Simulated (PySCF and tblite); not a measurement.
Results of a calculation; reference values are marked as such.
C5H3F2N, numbered as in [N:1]#[C:2][C@:3]1([F:4])[CH2:5]/[C:6]1=[CH:7]/[F:8].

Search: ETKDG and KDG, MMFF94s, GFN2-xTB, 60 starts; geometries at GFN2-xTB. Weights use B3LYP-D3(BJ)/def2-SVP (IEF-PCM, water) energies plus GFN2-xTB zero-point and thermal terms (modes under about 100 cm⁻¹ blended into free rotors). Symmetry numbers and mirror images are counted. Conformers within 2.5 kcal/mol (GFN2-xTB free energy) were kept, 5 at most. GIAO shieldings: B97-2/pcSseg-1 (IEF-PCM, water). Shifts are against TMS (¹H), TMS (¹³C) at the same level; of two unlike H on one atom, a is the less shielded. Programs: PySCF with density fitting and tblite.

Problem. What shifts does this protocol give at 298.15 K under fast conformational exchange?

Solution. ¹H: 7.59 (H7, 1H), 2.70 (H5a, 1H), 2.52 (H5b, 1H) ppm. ¹³C: 154.7 (C7), 122.1 (C2), 106.8 (C6), 64.0 (C3), 24.7 (C5) ppm.

Shifts are unscaled: against experiment ¹³C can be off by 15 ppm or more and ¹H by 0.8 ppm.
